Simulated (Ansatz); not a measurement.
Basis sets compared for [Er(NH3)6]3+ (ErN₆H₁₈³⁺). Charge 3, multiplicity 4. Geometry PBE-D4/def2-SVP. Ansatz on 4 threads of Intel Xeon on a shared host; times are rough, and most runs start from earlier orbitals.

Cartesian coordinates in Å:
```
Er 0.000 0.000 -0.001
N 1.286 0.950 -1.897
H 0.812 1.710 -2.423
H 1.547 0.279 -2.645
H 2.197 1.378 -1.642
N -1.268 -0.949 1.907
H -0.815 -1.749 2.390
H -2.207 -1.323 1.670
H -1.470 -0.293 2.685
N -2.079 0.588 -1.217
H -2.467 1.525 -0.995
H -2.886 -0.043 -1.050
H -2.008 0.605 -2.252
N 2.064 -0.603 1.233
H 2.021 -0.500 2.265
H 2.910 -0.058 0.980
H 2.376 -1.585 1.111
N 0.029 2.181 1.179
H 0.294 2.993 0.589
H 0.686 2.252 1.979
H -0.875 2.482 1.593
N -0.032 -2.166 -1.206
H -0.376 -2.971 -0.647
H 0.888 -2.501 -1.553
H -0.628 -2.201 -2.054
```

In the def2 sets Er takes a core potential; there is no spin–orbit coupling. With an open 4f shell the SCF may have ended on a state above the lowest.

```csv
level,functions,energy (Eh),HOMO (eV),LUMO (eV),wall time
PBE-D4/def2-SVP,254,-1353.5134,-19.59,-18.13,72 s
PBE0-D4/def2-SVP,254,-1353.3153,-21.48,-14.21,4.1 min
```

(1) Estimate the rows for PBE-D4/def2-TZVP, PBE0-D4/def2-TZVP.

Results:

(1) 
```csv
level,functions,energy (Eh),HOMO (eV),LUMO (eV),wall time
PBE-D4/def2-TZVP,389,-1353.9294,-19.62,-18.20,94 s
PBE0-D4/def2-TZVP,389,-1353.7187,-21.46,-14.24,24 min
```
